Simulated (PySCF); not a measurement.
Ga(Me)(SH)2 (CH5GaS2), SMILES [Ga]([CH3])([SH])[SH]. Atoms are numbered in the order given.

```xyz
9

Ga     0.2862    -0.0729    -0.0199
C      2.1827    -0.5820    -0.1405
H      2.2722    -1.6787    -0.0956
H      2.7430    -0.1578     0.7066
H      2.6274    -0.2277    -1.0815
S     -0.8373    -0.3862     1.8775
H     -2.0148     0.0931     1.4159
S     -0.7647     0.8101    -1.7728
H     -1.9646     0.9403    -1.1621
```
Charge 0, spin multiplicity 1.

Geometry optimised at B3LYP-D3(BJ)/def2-SVP. The structure was generated by enumeration; whether it is a known compound was not checked. The values are those of a single conformer.

All values below come from PBE/def2-TZVP run with PySCF.

The molecule is in vacuum.

```
Quantity                                                                                                        Result
---------------------------------------------------------------------------------------------  -----------------------
total energy                                                                                       -2761.78473 hartree
highest occupied level                                                                                        -6.19 eV
lowest empty level                                                                                            -1.54 eV
orbital gap                                                                                                    4.65 eV
dipole moment                                                                                                   0.39 D
quadrupole, principal values (traceless, Buckingham form, about the centre of nuclear charge)   -9.32, -0.49, 9.81 D·Å
mean static polarisability                                                                       83.2 bohr³ (12.33 Å³)
polarisability, principal values                                                               57.9, 91.1, 100.6 bohr³
```
